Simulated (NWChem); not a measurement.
Everything below was run with NWChem. System: Ge, charge 0, spin multiplicity 3. Its SCF solution wasn't tested for a lower state. Level: UHF/def2-TZVP.

Job file:

```
start mol
memory heap 200 mb stack 900 mb global 1100 mb
geometry units angstroms nocenter noautoz
  Ge     0.000000     0.000000     0.000000
  symmetry group D2h
end
basis spherical
  * library def2-tzvp
end
scf
  uhf
  nopen 2
  maxiter 100
  thresh 1e-7
  semidirect memsize 60000000 filesize 0
  # guess.movecs holds the orbitals of an unrestricted PBE0 run
  vectors input guess.movecs output mol.movecs
end
task scf energy
```

Output (cleaned and shortened):

```
             Northwest Computational Chemistry Package (NWChem) 7.3.0
             --------------------------------------------------------

                                NWChem Input Module
                                -------------------

 Scaling coordinates for geometry "geometry" by  1.889725989
 (inverse scale =  0.529177249)

                             Geometry "geometry" -> ""
                             -------------------------

 Output coordinates in angstroms (scale by  1.889725989 to convert to a.u.)

  No.       Tag          Charge          X              Y              Z
 ---- ---------------- ---------- -------------- -------------- --------------
    1 Ge                  32.0000     0.00000000     0.00000000     0.00000000

 Effective nuclear repulsion energy (a.u.)       0.0000000000

            Nuclear Dipole moment (a.u.)
            ----------------------------
        X                 Y               Z
 ---------------- ---------------- ----------------
     0.0000000000     0.0000000000     0.0000000000

      Symmetry information
      --------------------

 Group name             D2h
 Group number             26
 Group order               8
 No. of unique centers     1

      Symmetry unique atoms

     1


 Summary of "ao basis" -> "" (spherical)
 ------------------------------------------------------------------------------
       Tag                 Description            Shells   Functions and Types
 ---------------- ------------------------------  ------  ---------------------
 *                         def2-tzvp                  on all atoms

 Summary of "ao basis" -> "ao basis" (spherical)
 ------------------------------------------------------------------------------
       Tag                 Description            Shells   Functions and Types
 ---------------- ------------------------------  ------  ---------------------
 Ge                        def2-tzvp                16       48   6s5p4d1f

                                 NWChem SCF Module
                                 -----------------

  ao basis        = "ao basis"
  functions       =    48
  atoms           =     1
  alpha electrons =    17
  beta  electrons =    15
  charge          =   0.00
  wavefunction    = UHF
  use symmetry    = T
  symmetry adapt  = T

 Summary of "ao basis" -> "ao basis" (spherical)
 ------------------------------------------------------------------------------
       Tag                 Description            Shells   Functions and Types
 ---------------- ------------------------------  ------  ---------------------
 Ge                        def2-tzvp                16       48   6s5p4d1f

      Symmetry analysis of basis
      --------------------------

        ag         14
        au          1
        b1g         4
        b1u         7
        b2g         4
        b2u         7
        b3g         4
        b3u         7

 Forming initial guess at       0.1s

   Symmetry analysis of molecular orbitals - initial alpha
   -------------------------------------------------------

  Numbering of irreducible representations:

     1 ag          2 au          3 b1g         4 b1u         5 b2g
     6 b2u         7 b3g         8 b3u

  Orbital symmetries:

     1 ag          2 ag          3 b1u         4 b3u         5 b2u
     6 ag          7 b1u         8 b3u         9 b2u        10 ag
    11 b2g        12 b3g        13 ag         14 b1g        15 ag
    16 b3u        17 b2u        18 b1u        19 ag         20 b1g
[...]
   Bfn.  Coefficient  Atom+Function         Bfn.  Coefficient  Atom+Function
  ----- ------------  ---------------      ----- ------------  ---------------
    19      0.624275  1 Ge px                16      0.502259  1 Ge px
    10     -0.203359  1 Ge px

 Vector   18  Occ=0.000000D+00  E=-1.092862D-03  Symmetry=b1u
              MO Center=  3.0D-21, -7.6D-21,  8.7D-15, r^2= 3.1D+00
   Bfn.  Coefficient  Atom+Function         Bfn.  Coefficient  Atom+Function
  ----- ------------  ---------------      ----- ------------  ---------------
    21      0.769595  1 Ge pz                18      0.329279  1 Ge pz
    12     -0.171170  1 Ge pz

 Vector   19  Occ=0.000000D+00  E= 2.848357D-01  Symmetry=ag
              MO Center=  5.6D-28, -2.2D-28, -1.3D-28, r^2= 4.0D+00
   Bfn.  Coefficient  Atom+Function         Bfn.  Coefficient  Atom+Function
  ----- ------------  ---------------      ----- ------------  ---------------
    41      1.087841  1 Ge d  2              36     -0.209640  1 Ge d  2

 Vector   20  Occ=0.000000D+00  E= 2.848357D-01  Symmetry=b1g
              MO Center=  1.3D-26,  5.2D-26,  2.2D-25, r^2= 4.0D+00
   Bfn.  Coefficient  Atom+Function         Bfn.  Coefficient  Atom+Function
  ----- ------------  ---------------      ----- ------------  ---------------
    37      1.087841  1 Ge d -2              32     -0.209640  1 Ge d -2

                     UHF Final Beta Molecular Orbital Analysis
                     -----------------------------------------

 Vector   13  Occ=1.000000D+00  E=-1.622440D+00  Symmetry=ag
              MO Center= -1.8D-29, -1.2D-30, -9.5D-33, r^2= 1.8D-01
   Bfn.  Coefficient  Atom+Function         Bfn.  Coefficient  Atom+Function
  ----- ------------  ---------------      ----- ------------  ---------------
    26      0.909832  1 Ge d  2              31      0.194643  1 Ge d  2

 Vector   14  Occ=1.000000D+00  E=-1.622440D+00  Symmetry=b1g
              MO Center= -6.3D-31,  4.5D-31, -3.1D-32, r^2= 1.8D-01
   Bfn.  Coefficient  Atom+Function         Bfn.  Coefficient  Atom+Function
  ----- ------------  ---------------      ----- ------------  ---------------
    22      0.909832  1 Ge d -2              27      0.194643  1 Ge d -2

 Vector   15  Occ=1.000000D+00  E=-4.775325D-01  Symmetry=ag
              MO Center= -2.9D-20, -1.2D-17,  5.2D-18, r^2= 1.6D+00
   Bfn.  Coefficient  Atom+Function         Bfn.  Coefficient  Atom+Function
  ----- ------------  ---------------      ----- ------------  ---------------
     5      0.654838  1 Ge s                  6      0.534919  1 Ge s
     4     -0.334732  1 Ge s                  3     -0.236742  1 Ge s

 Vector   16  Occ=0.000000D+00  E= 2.376277D-02  Symmetry=b1u
              MO Center= -4.4D-18,  4.3D-18,  2.0D-16, r^2= 3.2D+00
   Bfn.  Coefficient  Atom+Function         Bfn.  Coefficient  Atom+Function
  ----- ------------  ---------------      ----- ------------  ---------------
    21      0.782921  1 Ge pz                18      0.311260  1 Ge pz
    12     -0.169498  1 Ge pz

 Vector   17  Occ=0.000000D+00  E= 6.940104D-02  Symmetry=b3u
              MO Center= -1.0D-19, -6.6D-31,  1.2D-26, r^2= 3.3D+00
   Bfn.  Coefficient  Atom+Function         Bfn.  Coefficient  Atom+Function
  ----- ------------  ---------------      ----- ------------  ---------------
    19      0.816829  1 Ge px                16      0.266246  1 Ge px
    10     -0.163849  1 Ge px

 Vector   18  Occ=0.000000D+00  E= 6.940104D-02  Symmetry=b2u
              MO Center=  2.1D-31,  3.1D-19,  4.8D-27, r^2= 3.3D+00
   Bfn.  Coefficient  Atom+Function         Bfn.  Coefficient  Atom+Function
  ----- ------------  ---------------      ----- ------------  ---------------
    20      0.816829  1 Ge py                17      0.266246  1 Ge py
    11     -0.163849  1 Ge py

 center of mass
 --------------
 x =   0.00000000 y =   0.00000000 z =   0.00000000

 moments of inertia (a.u.)
 ------------------
           0.000000000000           0.000000000000           0.000000000000
           0.000000000000           0.000000000000           0.000000000000
           0.000000000000           0.000000000000           0.000000000000

  Mulliken analysis of the total density
  --------------------------------------

    Atom       Charge   Shell Charges
 -----------   ------   -------------------------------------------------------
    1 Ge  32    32.00   2.00  2.00  1.18  0.78  1.04  1.00  5.98  4.41  1.58  0.87  1.16  8.92  1.08 -0.02  0.02  0.00

  Mulliken analysis of the alpha density
  --------------------------------------

    Atom       Charge   Shell Charges
 -----------   ------   -------------------------------------------------------
    1 Ge  32    17.00   1.00  1.00  0.59  0.39  0.51  0.51  2.99  2.22  0.78  0.85  1.16  4.45  0.55 -0.00  0.01  0.00

   Mulliken analysis of the beta density
   -------------------------------------

    Atom       Charge   Shell Charges
 -----------   ------   -------------------------------------------------------
    1 Ge  32    15.00   1.00  1.00  0.59  0.39  0.53  0.49  2.99  2.19  0.81  0.02 -0.00  4.47  0.54 -0.01  0.01  0.00

   Mulliken analysis of the spin density
   -------------------------------------

    Atom       Charge   Shell Charges
 -----------   ------   -------------------------------------------------------
    1 Ge  32     2.00  -0.00 -0.00 -0.00 -0.00 -0.02  0.02  0.00  0.04 -0.03  0.83  1.16 -0.02  0.01  0.01  0.00  0.00

       Multipole analysis of the density wrt the origin
       ------------------------------------------------

     L   x y z        total         alpha         beta         nuclear
     -   - - -        -----         -----         ----         -------
     0   0 0 0     -0.000000    -17.000000    -15.000000     32.000000

     1   1 0 0     -0.000000     -0.000000      0.000000      0.000000
     1   0 1 0     -0.000000     -0.000000     -0.000000      0.000000
     1   0 0 1     -0.000000     -0.000000      0.000000      0.000000

     2   2 0 0    -14.953831    -11.370916     -3.582915      0.000000
     2   1 1 0     -0.000000     -0.000000     -0.000000      0.000000
     2   1 0 1     -0.000000     -0.000000      0.000000      0.000000
     2   0 2 0    -14.953831    -11.370916     -3.582915      0.000000
     2   0 1 1     -0.000000     -0.000000      0.000000      0.000000
     2   0 0 2    -11.150291     -7.266221     -3.884071      0.000000

 Task  times  cpu:        1.5s     wall:        1.5s

 Total times  cpu:        1.5s     wall:        1.5s
```
